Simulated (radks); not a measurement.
Computed order of ionisation of tungsten. At each step one electron was removed from each of the four highest sub-shells of the ion before, moves of one valence electron (up to charge 6) and the configuration listed by NIST were tried, and the lowest configuration was kept. Method: scalar-relativistic Kohn-Sham, PBE, spin-polarised, spherical densities, finite nucleus; Fermi nuclear charge, rms radius of each element as measured or else 0.836 A^(1/3) + 0.57 fm; computed with a radial shooting solver on a logarithmic mesh with Libxc functionals. Open shells are filled with parallel spins first.

species  lowest configuration found                      NIST configuration  margin to the next tried (eV)  IE (eV)  NIST IE (eV)       kind
W                 [Xe] 4f14 5d5 6s1  [Xe] 4f14 5d4 6s2 lies 0.739 eV higher                          0.739    8.269         7.864       exp.
W+                [Xe] 4f14 5d4 6s1                                    same                          0.569   16.485          16.4  semi-emp.
W2+                   [Xe] 4f14 5d4                                    same                          1.275   26.438          26.0  semi-emp.
W3+                   [Xe] 4f14 5d3                                    same                          3.472   38.130          38.2  semi-emp.
W4+                   [Xe] 4f14 5d2                                    same                          5.916   50.749          51.6  semi-emp.
W5+                   [Xe] 4f14 5d1                                    same                          8.530   64.116         64.77  semi-emp.
W6+                       [Xe] 4f14                                    same                         41.406   122.97         122.0  semi-emp.
W7+                       [Xe] 4f13                                    same                          1.810   145.66           141  semi-emp.
W8+          [Kr] 4d10 4f13 5s2 5p5                  differs (not computed)                          5.952   164.08           160  semi-emp.
W9+          [Kr] 4d10 4f13 5s2 5p4                  differs (not computed)                          9.336   182.72           179  semi-emp.
W10+         [Kr] 4d10 4f13 5s2 5p3                  differs (not computed)                         13.071   206.82           209  semi-emp.
W11+         [Kr] 4d10 4f13 5s2 5p2                                    same                         11.867   226.67           232  semi-emp.
W12+         [Kr] 4d10 4f13 5s2 5p1                  differs (not computed)                         16.065   246.67           258  semi-emp.
W13+             [Kr] 4d10 4f13 5s2                                    same                         20.657   292.46           291  semi-emp.

Reference values: NIST Atomic Spectra Database (exp. = measured, semi-emp. = semi-empirical, theory = theoretical value adopted there). Open shells are spherical and high-spin; term and fine-structure splittings are not resolved. Spin-orbit splitting is averaged out at the scalar-relativistic level.
